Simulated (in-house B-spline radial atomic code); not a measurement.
Results of a calculation; reference values are marked as such.
C ion on Ga atom: potential, deflection and energy transfer

The pair potential comes from two frozen, spherical free-atom densities (PBE, B-spline radial code, scalar-relativistic past argon): electrostatics plus the change in Thomas-Fermi kinetic and Dirac exchange energy where they overlap, the recipe behind the universal ZBL potential, which averages such potentials (from solid-state densities) over many pairs. It is written V = (Z1 Z2 e²/r) φ(r/a), with e² = 14.3996 eV·Å and a = 0.46850 Å/(Z1^0.23 + Z2^0.23); ZBL's fit is φ = 0.18175 e^(−3.1998x) + 0.50986 e^(−0.94229x) + 0.28022 e^(−0.4029x) + 0.02817 e^(−0.20162x). Where φ falls below 4e-4 it is continued as an exponential.

Masses 12.01 and 69.72 u.

| x = r/a | φ, this pair | φ, ZBL |
| --- | --- | --- |
| 0.1 | 0.8913 | 0.8928 |
| 0.25 | 0.7718 | 0.7647 |
| 0.5 | 0.6233 | 0.6096 |
| 1 | 0.4315 | 0.4164 |
| 1.5 | 0.3127 | 0.2995 |
| 2 | 0.2321 | 0.2218 |
| 3 | 0.1355 | 0.1292 |
| 4 | 0.08289 | 0.08026 |
| 5 | 0.05393 | 0.05224 |
| 6.5 | 0.03156 | 0.02914 |
| 8 | 0.01934 | 0.01705 |
| 10 | 0.009921 | 0.008778 |
| 12 | 0.005002 | 0.00474 |
| 14.5 | 0.002132 | 0.002328 |
| 17 | 0.0009113 | 0.001212 |

Q: At x = 5 the electrostatic, kinetic and exchange parts are -4.86, 266.58 and -32.75 eV. Find r, V and φ.

A: a = 0.46850/(1.5100 + 2.2030) = 0.12618 Å, so r = 0.63089 Å. V = -4.86 + 266.58 + (-32.75) = 228.97 eV. The bare repulsion is 6 × 31 × 14.3996/0.63089 = 4245.3 eV, so φ = 0.0539, +3.2 % against ZBL's 0.0522. The kinetic (Pauli) term is 116 % of V here, as the other two terms together attract.

Q: The ion comes in at 24.88 keV with impact parameter 0.0631 Å. The scattering integral gives a centre-of-mass angle of 64.05° and a closest approach of 0.8049 a. What are the reduced energy, the energy passed on and the laboratory angles?

A: ε = E a M2/(Z1 Z2 e² (M1 + M2)) = 24880 × 4.0188e-05 = 1. The most that one collision can pass on is γE with γ = 4 M1 M2/(M1 + M2)² = 0.5014. Here T = γE sin²(θ/2) = 0.5014 × 24880 × 0.2812 = 3508 eV. The ion turns by arctan(sin θ/(cos θ + M1/M2)) = 55.8°, and the struck atom leaves at (180° − θ)/2 = 58.0°. The closest approach is 0.102 Å. With ZBL the angle would be 63.04° and T = 3410 eV.
